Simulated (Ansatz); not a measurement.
Program: Ansatz. Geometries: PBE0-D4/def2-TZVP. ΔE: electronic, gas phase. CBS: MP2 limit from def2 TZ/QZ plus the TZ coupled-cluster correction, frozen cores. This one scheme is used for every species. Functionals use def2-TZVPP. For Ge outer-core shells are correlated without core-valence functions, which leaves a few kJ/mol of doubt a bond. Scalar relativity is left out up to krypton. Each species was taken in one conformer, which may not be the lowest.

`[SiH3][GeH2][Cl]` + H₂O → `[OH][GeH2][SiH3]` + HCl  (formal hydrolysis of a Ge–Cl bond)

Is it downhill or uphill in electronic energy at CCSD(T)/CBS, and by how much? (An estimate is asked.)

Ansatz gave: Uphill: ΔE = +58.8 kJ/mol.

What do these levels give: LDA (SPW92), PBE0-D4, PBE0, CAM-B3LYP, RPA@PBE/def2-TZVPP, MP2/def2-QZVPP? (An estimate is asked.)

Ansatz gave: LDA (SPW92) 53.6, PBE0-D4 61.5, PBE0 60.2, CAM-B3LYP 52.0, RPA@PBE/def2-TZVPP 48.7, MP2/def2-QZVPP 59.9 kJ/mol.

What do rigid-rotor, harmonic-oscillator terms from PBE0-D4/def2-TZVP frequencies (298.15 K, 1 bar) make of the CCSD(T)/CBS value? (Best estimate.)

Computed: ΔZPE = -6.8 kJ/mol, ΔH = +51.8 kJ/mol, ΔS = -3 J/(mol·K), ΔG = +52.8 kJ/mol.

Largest T1 diagnostic among the species: 0.012.

From BLYP to BHLYP (50 % exact exchange), in def2-TZVPP and without D4, ΔE moves by +6.4 kJ/mol. Leaving LDA and LC-ωPBE aside and taking each functional with its dispersion term where it has one, the values, not all of them listed here, spread over 8.2 kJ/mol, from CAM-B3LYP-D4 to HSE06-D4.
